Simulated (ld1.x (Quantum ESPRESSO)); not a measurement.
**nickel (Ni): variants of one PAW potential**

Base potential:

| Property | Result |
| --- | --- |
| Element | nickel |
| Generator | ld1.x (Quantum ESPRESSO) 7.5 |
| Type | PAW |
| Functional | PBE |
| Relativity | scalar-relativistic |
| Frozen core | [Ne] 3s2 |
| Valence charge | 16 |
| Reference configuration | 3p6 3d8 4s0 4p0 (charge +2) |
| Partial waves | 4s (bound, empty): rcut 1.70, rcutus 1.90 bohr; 4s channel at -1.1 Ry: rcut 1.70, rcutus 1.90 bohr; 3p (bound): rcut 1.10, rcutus 1.35 bohr; 4p (bound, empty): rcut 1.10, rcutus 1.35 bohr; 3d (bound): rcut 0.90, rcutus 1.25 bohr; 3d channel at -1.2 Ry: rcut 0.90, rcutus 1.25 bohr |
| Local potential | all-electron potential smoothed inside 1.20 bohr (lloc = -2) |
| Core correction | Bessel-smoothed model core, default radius (core density twice the valence density) |
| Augmentation charge | PSQ, inside the norm-conserving radii |

Cutoffs, loose and tight: the cutoffs (Ry, on a coarse ladder) from which the occupation-weighted sum of valence levels, in a spherical-Bessel basis at the reference potential, stays within 10 and 1 mRy of its value at 400 Ry. They do not see the model core or the augmentation charge, which bear on the density cutoff. Test errors are all-electron minus pseudo excitation energies from the reference, over the configurations 3p6 3d8 4s2 4p0; 3p6 3d8 4s1 4p0; 3p6 3d7 4s0 4p0; 3p5 3d8 4s2 4p0; 3p6 3d7 4s2 4p1; 3p6 3d8 4s0 4p2; 3p6 3d6 4s0 4p0. A dash means not determined; rows that change the core or the reference have their own tests. The largest error is taken over the tests solved by every variant that gives reliable tests at all: 3p6 3d7 4s0 4p0; 3p6 3d8 4s1 4p0; 3p6 3d8 4s2 4p0.

A true bound ghost makes a file unfit for plane-wave use even where its test errors are small: the radial tests pick states by their node count and pass the ghost by.

Cutoffs are not given where the Bessel-basis levels miss the radial ones by over 6 mRy, ghosts where they miss by over 20 mRy; a channel whose overlap is not positive is not tested.

The default core radius of the base comes out at 0.35 bohr.

A file whose overlap is not positive is unfit for use, and its test errors describe a broken file.

| change | outcome | cutoff, loose | cutoff, tight | bound ghosts | largest test error (meV) |
| --- | --- | --- | --- | --- | --- |
| base | generated | 80 Ry | 140 Ry | none | -32 |
| augmentation GAUSS, radius 0.65 bohr | generated | 80 Ry | 140 Ry | none | -31 |
| core [Ne], valence charge 18; reference 3s2 3p6 3d8 4s2 4p0; waves now 3s (bound): rcut 1.00, rcutus 1.25 bohr; 4s (bound): rcut 1.00, rcutus 1.25 bohr; 3p (bound): rcut 1.10, rcutus 1.15 bohr; 4p (bound): rcut 1.10, rcutus 1.15 bohr; 3d (bound): rcut 1.45, rcutus 1.75 bohr; 3d channel at -1.2 Ry: rcut 1.45, rcutus 1.75 bohr; local potential all-electron potential smoothed inside 1.40 bohr (lloc = -1); core correction Bessel-smoothed model core inside 0.85 bohr | generated | 70 Ry | 120 Ry | none | -42 |
| wave 3d channel at -1.2 Ry: rcut 0.90, rcutus 1.25 bohr becomes 3d channel at -1.78 Ry: rcut 0.90, rcutus 1.25 bohr | generated | 90 Ry | 140 Ry | none | -34 |
| waves 4s (bound): rcut 1.70, rcutus 2.28 bohr; 4s channel at -1.1 Ry: rcut 1.70, rcutus 2.28 bohr | generated | 80 Ry | 140 Ry | none | -32 |
| all radii but the core radius scaled by about 1.29 (s 2.46, p 1.74, d 1.62 bohr, rcut 2.20/1.42/1.16); local potential all-electron potential smoothed inside 1.56 bohr (lloc = -2) | generated | 40 Ry | 70 Ry | none | -52 |
| functional PW91 | generated | 80 Ry | 140 Ry | none | -33 |
| reference 3p6 3d7 4s0 4p0 | generated | 80 Ry | 140 Ry | none | -28 |
| local potential all-electron potential smoothed inside 0.84 bohr (lloc = -2) | generated, overlap not positive | – | – | s (p not tested, overlap not positive) | -107 |

What comes out with this change to the base: core correction a·sin(br)/r model core, default radius (ld1.x builds one for every PAW set, though the input has nlcc=.false.)?

outcome: generated; cutoff, loose: 80 Ry; cutoff, tight: 140 Ry; bound ghosts: none; largest test error (meV): -47.
